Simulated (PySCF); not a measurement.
**Dy(51+) (dysprosium, charge +51) across methods**

[Ne] 3s2 3p3, high-spin 4S determinant. Computed with PySCF 2.14 in an even-tempered Gaussian basis (17 s from 12 bohr⁻², ratio 2.5; 12 p from 16 bohr⁻², ratio 2.5; 4 d from 62 bohr⁻², ratio 2.7; 4 f from 93 bohr⁻², ratio 2.7), with scalar relativity by spin-free X2C-1e.

```tsv
method	E (hartree)	mean ε 3s α (eV)	mean ε 3s β (eV)	mean ε 3p α (eV)	Σ⟨r²⟩ (bohr²)	⟨S²⟩
PBE0	-9523.77	-4968.5	-4926.2	-4672.8	0.3220	3.750
PBE	-9523.87	-4948.0	-4915.9	-4659.0	0.3220	3.750
LDA	-9515.03	-4943.4	-4914.4	-4656.8	0.3222	3.750
BLYP	-9524.81	-4947.9	-4916.5	-4659.2	0.3219	3.750
r2SCAN	-9524.02	-4959.0	-4916.0	-4664.2	0.3222	3.750
UHF	-9522.83874	-5028.6	-4954.6	-4712.6	0.3223	3.750
TPSS	-9524.35	-4951.7	-4916.1	-4660.2	0.3220	3.750
```

Spin-orbit coupling, which splits the p, d and f shells strongly at this Z, is absent. Spin-orbit coupling is strong in this species (close to jj coupling), so the high-spin LS determinant is a model state, not a physical level.
